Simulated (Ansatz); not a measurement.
Geometry optimisation, RKS B3LYP-D4/6-31G (Ansatz 0.2.0).

Input file:

```yaml
crystal:
  periodic: [false, false, false]
  atoms:
    - { symbol: Si, position_ang: [0.0, 0.0, 0.0] }
    - { symbol: "N", position_ang: [0.0, 0.0, 1.82] }
    - { symbol: H, position_ang: [-0.877, -0.2713, 2.35] }
    - { symbol: H, position_ang: [0.877, 0.2713, 2.35] }
    - { symbol: F, position_ang: [1.4994, 0.0, -0.5295] }
    - { symbol: F, position_ang: [-0.7489, 1.2974, -0.5295] }
    - { symbol: F, position_ang: [-0.7489, -1.2974, -0.5295] }
basis:
  gaussian: { orbitals: "6-31G" }
hamiltonian:
  xc: b3lyp
  dispersion: d4
relax:
  f_tol: 0.02
  max_steps: 40
output:
  orbitals: {}
```

Run as:

```bash
$ ansatz run input.yaml --threads 1 --pin off --max-ram 2048MiB --backend cpu --events-out ev --progress --plain --runs-dir out
```

Where does it end, and by what steps?

The run converged. Limits of this set-up: no polarisation functions. After 5 steps the energy has fallen by 0.642 eV; F6 moved furthest, 0.10 Å.

```json
{"step": "0", "energy less start (eV)": "0.0000", "largest force component (eV/Å)": "6.014", "accepted": "yes"}
{"step": "1", "energy less start (eV)": "-0.4765", "largest force component (eV/Å)": "3.350", "accepted": "yes"}
{"step": "2", "energy less start (eV)": "-0.6363", "largest force component (eV/Å)": "0.124", "accepted": "yes"}
{"step": "3", "energy less start (eV)": "-0.6408", "largest force component (eV/Å)": "0.061", "accepted": "yes"}
{"step": "4", "energy less start (eV)": "-0.6416", "largest force component (eV/Å)": "0.029", "accepted": "yes"}
{"step": "5", "energy less start (eV)": "-0.6420", "largest force component (eV/Å)": "0.006", "accepted": "yes"}
```

```xyz
7
Properties=species:S:1:pos:R:3
Si -0.016 0.009 0.086
N 0.010 -0.017 1.795
H -0.786 -0.276 2.357
H 0.831 0.246 2.318
F 1.556 0.032 -0.464
F -0.772 1.316 -0.622
F -0.820 -1.311 -0.538
```

Whether the end is a true minimum wasn't checked by a vibrational analysis.

Time of the run: 15 s on 1 thread of Arm Neoverse V1 (shared host), peak memory 0.13 GiB.
